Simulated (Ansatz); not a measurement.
The inner images of a band of AlH3O + BH3O (10 atoms, charge 0, multiplicity 1) are given out of order.

The calculation used Ansatz, RKS B3LYP/6-31G*.

Initial state:

```xyz
10
Properties=species:S:1:pos:R:3
B 0.076 -1.033 -0.229
O -0.579 -0.193 0.618
H -1.505 -0.435 0.770
H 1.217 -0.772 -0.457
H -0.488 -1.978 -0.703
O -0.334 2.468 1.776
Al 0.907 3.034 2.801
H 2.165 2.119 3.140
H 0.720 4.495 3.382
H -0.275 1.589 1.367
```

Final state:

```xyz
10
Properties=species:S:1:pos:R:3
B 0.239 0.555 0.224
O -0.592 -0.996 0.978
H -1.483 -0.685 1.212
H 1.219 0.003 -0.204
H -0.658 0.828 -0.537
O 0.384 1.342 1.363
Al 0.843 2.708 2.251
H 0.577 2.642 3.813
H 1.494 3.964 1.536
H -0.122 -1.067 1.828
```

Q: Put them in order from the first end to the last, with their energies above the first end.
A.
```xyz
10
Properties=species:S:1:pos:R:3
B 0.154 -0.613 -0.061
O -0.705 -0.548 0.992
H -1.573 -0.933 0.800
H 1.237 -0.141 0.108
H -0.184 -1.128 -1.087
O -0.496 2.219 1.835
Al 0.945 2.857 2.498
H 2.011 1.903 3.194
H 1.136 4.423 2.373
H -0.623 1.257 1.812
```
B.
```xyz
10
Properties=species:S:1:pos:R:3
B 0.201 0.586 0.200
O -0.417 -1.012 1.301
H -1.246 -1.282 0.874
H 1.197 0.084 -0.246
H -0.797 0.625 -0.479
O 0.321 1.505 1.220
Al 0.947 2.738 2.199
H 1.036 2.426 3.750
H 1.349 4.128 1.560
H -0.690 -0.504 2.085
```
C.
```xyz
10
Properties=species:S:1:pos:R:3
B 0.162 -0.243 0.132
O -0.559 -1.046 0.964
H -1.476 -1.142 0.666
H 1.319 -0.106 0.405
H -0.321 0.212 -0.865
O -0.483 1.771 1.825
Al 0.911 2.695 2.241
H 1.848 2.216 3.429
H 1.132 4.012 1.396
H -0.631 0.925 2.273
```
D.
```xyz
10
Properties=species:S:1:pos:R:3
B 0.009 0.573 0.524
O -0.385 -0.647 1.435
H -1.044 -1.213 0.998
H 1.260 0.746 0.605
H -0.368 0.475 -0.609
O -0.654 1.539 1.452
Al 0.950 2.237 1.864
H 1.612 1.717 3.203
H 1.384 3.536 1.075
H -0.862 0.331 1.917
```
E.
```xyz
10
Properties=species:S:1:pos:R:3
B 0.118 0.626 0.351
O -0.486 -0.829 1.478
H -1.148 -1.306 0.951
H 1.291 0.323 0.265
H -0.596 0.385 -0.593
O -0.230 1.696 1.178
Al 0.981 2.608 1.997
H 1.631 2.000 3.312
H 1.335 4.048 1.445
H -0.994 -0.257 2.081
```

A: A (+0.7 kcal/mol), C (+1.2 kcal/mol), D (+13.5 kcal/mol), E (+4.1 kcal/mol), B (+1.5 kcal/mol).

Run time: 3.8 min on 1 thread of AMD EPYC 9R45 96-Core Processor (Zen 5), with other jobs on the host, peak memory 0.19 GiB.
